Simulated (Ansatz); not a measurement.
Calculated with Ansatz (gas phase, PBE0-D4/def2-TZVP geometries, no zero-point term in ΔE). CCSD(T)/CBS is the MP2 limit (def2-TZVPP, def2-QZVPP) plus CCSD(T) − MP2 in def2-TZVPP, frozen cores. This one scheme is used for every species, atoms too. DFT in def2-TZVPP. No spin–orbit coupling; open shells (•) take unrestricted orbitals. Spin–orbit coupling would lower the free atoms: a little for C, O; clearly for Ga. For Ga outer-core shells are correlated without core-valence functions, so the limit isn't a true one: a few kJ/mol of doubt a bond, and 10 to 20 or more in all where bonds break to atoms. Scalar relativity is left out up to krypton. One conformer a species, not always the lowest.

`[CH3][GaH][CH2]O` → 2 C• + Ga• + 7 H• + O•  (atomization)

```json
{"species": "`[CH3][GaH][CH2]O`", "PBE-QIDH energy (Eh)": "-2079.74704"}
{"species": "C•", "PBE-QIDH energy (Eh)": "-37.80052"}
{"species": "Ga•", "PBE-QIDH energy (Eh)": "-1924.20690"}
{"species": "H•", "PBE-QIDH energy (Eh)": "-0.50179"}
{"species": "O•", "PBE-QIDH energy (Eh)": "-75.01037"}
```

(1) Work out ΔE.

Largest T1 diagnostic among the species: 0.013.

Results:

(1) ΔE = 7 × (-0.50179) + 2 × (-37.80052) + (-1924.20690) + (-75.01037) − (-2079.74704) = 1.41620 Eh = +3718.2 kJ/mol. CCSD(T)/CBS gives +3751.9 kJ/mol.

In def2-TZVPP, CCSD(T) changes the Hartree–Fock value by +961.0 kJ/mol (the triples alone add +48.6 kJ/mol) and MP2 by +999.2 kJ/mol; breaking electron pairs costs correlation energy, which Hartree–Fock lacks. The D4 term adds +29.1 kJ/mol with B3LYP and +15.3 kJ/mol with PBE0; it sums over pairs of atoms, weighted by their polarisabilities, and B3LYP, whose exchange is more repulsive, gets the larger term. From BLYP to BHLYP (50 % exact exchange), in def2-TZVPP and without D4, ΔE moves by −66.8 kJ/mol: exact exchange takes away binding that semilocal exchange gives to molecules.

B3LYP here is the variant with VWN-RPA as its local correlation; programs differ in this.

For atomizations the MP2-based limit and the directly extrapolated one differ by several kJ/mol either way, and by 10 to 25 for some Ge, Se and Sn compounds, so smaller differences from it don't rank the levels.
